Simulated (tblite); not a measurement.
Species: C5H15FSi3.
Cartesian coordinates in Å at the GFN2-xTB level; atoms count from 1:
```
atom  x, y, z in Å
C1    -2.8482    0.0843   -0.7907
C2    -2.2117   -0.0727    0.5835
C3    -0.6780   -0.0227    0.5754
C4    -0.1670    1.3585    0.1392
Si5    1.6496    1.7062    0.6245
Si6    2.9496    0.0326   -0.3031
C7     1.9317   -1.5798   -0.0326
F8     2.0320   -1.9117    1.3305
Si9    0.0642   -1.4562   -0.4461
H10   -2.5439   -0.7251   -1.4496
H11   -2.5608    1.0282   -1.2468
H12   -3.9326    0.0677   -0.7038
H13   -2.5889    0.7201    1.2379
H14   -2.5308   -1.0261    1.0124
H15   -0.3703   -0.1715    1.6193
H16   -0.8048    2.1244    0.5912
H17   -0.2804    1.4712   -0.9414
H18    1.9811    3.0523    0.1312
H19    1.7097    1.7835    2.0928
H20    4.2765   -0.1904    0.2825
H21    3.1405    0.1126   -1.7602
H22    2.3790   -2.4279   -0.5578
H23   -0.0195   -1.2181   -1.8941
H24   -0.5888   -2.7196   -0.0866
```

All values are computed: GFN2-xTB (tblite) harmonic vibrations without scaling, gas phase. The method is semi-empirical: single wavenumbers can be off by several per cent or more. Modes of hydrogen on silicon can be 10 to 20 % off. One conformer, not necessarily the lowest.

Harmonic wavenumbers (cm⁻¹): 49.4, 68.2, 83.0, 119.5, 157.1, 170.8, 209.6, 239.0, 251.6, 278.0, 310.8, 350.2, 372.3, 440.7, 449.9, 470.9, 504.2, 545.4, 556.3, 572.9, 604.8, 611.5, 670.0, 689.0, 745.1, 754.6, 764.9, 785.7, 798.4, 812.9, 817.2, 828.9, 936.0, 969.1, 1017.3, 1061.0, 1063.3, 1094.0, 1122.0, 1149.9, 1232.8, 1250.6, 1258.9, 1292.2, 1315.7, 1359.0, 1414.7, 1490.5, 1500.7, 1507.5, 1508.6, 2169.9, 2182.3, 2191.0, 2214.1, 2219.0, 2243.2, 2889.8, 2920.9, 2932.8, 2937.5, 2963.1, 2966.5, 3028.8, 3038.8, 3044.0.

A = 1337, B = 725.6, C = 555.7 MHz; mass 178.047 u (most abundant isotopes); point group C1, symmetry number 1.

Question: What is the zero-point energy?

Answer: ½Σν̃ = 39284 cm⁻¹ = 112.32 kcal/mol.

Question: Entropy at 298.15 K, 1 bar (ideal gas, RRHO, classical rotation)?

Answer: Translation 41.46, rotation 30.77, vibration 40.44: S = 112.7 cal/(mol K).

Question: And Cp and H(298.15 K) − H(0)?

Answer: Cp = 53.21 cal/(mol K), of which vibrations give 45.27 (their classical limit is 66 R = 131.2); H(298.15 K) − H(0) = 8.99 kcal/mol without the zero-point energy, 6.62 from vibrations.

Question: Which modes carry the vibrational entropy at 298.15 K?

Answer: 49.4 cm⁻¹: 4.84; 68.2 cm⁻¹: 4.20; 83.0 cm⁻¹: 3.82; 119.5 cm⁻¹: 3.11; 157.1 cm⁻¹: 2.58; 170.8 cm⁻¹: 2.43 cal/(mol K); the other 60 give 19.46 together.

Question: Blend soft modes into free rotors: weight 1/[1 + (100 cm⁻¹/ν̃)⁴] for the oscillator and the rest for a rotor with moment μB/(μ + B), μ = h/(8π²ν), B = 10⁻⁴⁴ kg m². What vibrational entropy results?

Answer: 37.77 cal/(mol K) in place of 40.44, which changes −T·S at 298.15 K by +0.80 kcal/mol.

Question: What must be added to the electronic energy to get the Gibbs energy at 298.15 K and 1 bar?

Answer: ZPE + [H(298.15 K) − H(0)] − T·S = 112.32 + 8.99 − 33.59 = 87.72 kcal/mol.

Hindered rotation and anharmonicity are outside this model. Other conformers, if any are populated, would add a mixing term that is left out. The structure is chiral; the term R ln 2 for an equal mix with its mirror image is left out.
